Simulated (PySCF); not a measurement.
Compound: C6H6BF2N.
SMILES with atom numbers: `[NH2:1][c:2]1[cH:3][cH:4][c:5]([B:6]([F:7])[F:8])[cH:9][cH:10]1` (hydrogens: H11, H12 on N1; H13 on C3; H14 on C4; H15 on C9; H16 on C10)

Cartesian coordinates in Å at the PBE0-D3(BJ)/def2-SVP level; atoms count from 1:
```xyz
16
C6H6BF2N angstrom
N     -2.8415    0.0062    0.0145
C     -1.4741    0.0030    0.0018
C     -0.7566   -1.1890   -0.2267
C      0.6273   -1.1889   -0.2031
C      1.3621   -0.0162    0.0465
B      2.8952   -0.0225    0.0637
F      3.5967    1.0803    0.2875
F      3.5948   -1.1291   -0.1461
C      0.6363    1.1661    0.2750
C     -0.7475    1.1843    0.2548
H     -3.3172    0.8950   -0.0458
H     -3.3269   -0.7733   -0.4064
H     -1.3041   -2.1153   -0.4207
H      1.1626   -2.1249   -0.3848
H      1.1784    2.0952    0.4710
H     -1.2879    2.1172    0.4363
```

Theory: PySCF, TDDFT wB97X-D/def2-SVPD, vertical, gas phase, core orbitals frozen in the response.

Ground-to-excited transition dipoles (e·a0, same axes as the geometry; the sign carries no meaning), for the states with f of 0.002 or more among the lowest 6:

| state | E (eV) | μx | μy | μz |
| --- | --- | --- | --- | --- |
| S1 | 4.915 | 0.001 | -0.321 | -0.066 |
| S2 | 5.139 | -1.746 | 0.007 | -0.010 |
| S3 | 6.169 | -0.069 | -0.094 | 0.104 |
| S4 | 6.188 | 0.000 | -1.189 | -0.249 |
| S5 | 6.849 | -1.020 | 0.000 | 0.012 |
| S6 | 6.863 | 1.632 | -0.015 | 0.050 |

(1) Work out the oscillator strengths.

(2) What angle do the transition dipoles of S1 and S5 make?

(3) How is the summed strength of these states shared among x, y and z?

(4) What peak molar absorption coefficient would the strongest computed level give as a lone Gaussian band 0.5 eV wide at half height?

Answers

(1) f = (2/3) ΔE |μ|² with ΔE in hartree (27.2114 eV).

```
state  |μ|² (au)  |μ| (D)      f
   S1      0.107     0.83  0.013
   S2      3.048     4.44  0.384
   S3      0.024     0.40  0.004
   S4      1.476     3.09  0.224
   S5      1.040     2.59  0.175
   S6      2.667     4.15  0.448
```

(2) |cos θ| = |μa·μb| / (|μa| |μb|) = 0.01, so θ ≈ 90° (taken between 0 and 90°, since the signs are arbitrary).

(3) (2/3) Σ ΔE μα² gives 1.007 for x, 0.228 for y and 0.012 for z, 1.247 in all.

(4) ε(max) = 2.175×10⁸ f / FWHM, with the width in cm⁻¹. S6: 2.175×10⁸ × 0.4485 / 4033 ≈ 24000 L mol⁻¹ cm⁻¹.

On one thread, Arm Neoverse V1 (aarch64), no GPU, shared host with 64 logical CPUs at a one-minute load of 9.4, this took 75 s (grids of density and orbitals included) and 1.2 GiB of memory at its peak.
